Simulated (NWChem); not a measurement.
System: AlHOBrCl; SMILES [Cl][Al]([OH])[Br]

Here is an NWChem input.

```
start job
memory heap 200 mb stack 900 mb global 1100 mb
geometry units angstroms noautoz
  Al     0.460964    -0.670445     0.000000
  Cl    -1.006298    -2.164915     0.000000
  Br    -0.124178     1.506475     0.000000
  O      2.086331    -1.185844     0.000000
  H      2.831861    -0.564502     0.000000
end
basis spherical
  * library def2-svp
end
dft
  xc pbe0
  iterations 150
end
tddft
  nroots 6
  notriplet
end
task tddft energy
```

Structure relaxed at the PBE-D3(BJ)/def2-SVP level.

Vertical excitations in the gas phase.

Task: What results follow from this input? (PBE0/def2-SVP, full TDDFT.) Quantities: lowest excitation, singlet (eV); oscillator strength of that lowest state; orbital gap (eV).

Result: The lowest excitation, singlet (eV) comes out as 6.35 and the oscillator strength of that lowest state is 0.019. The orbital gap (eV) is 7.72.
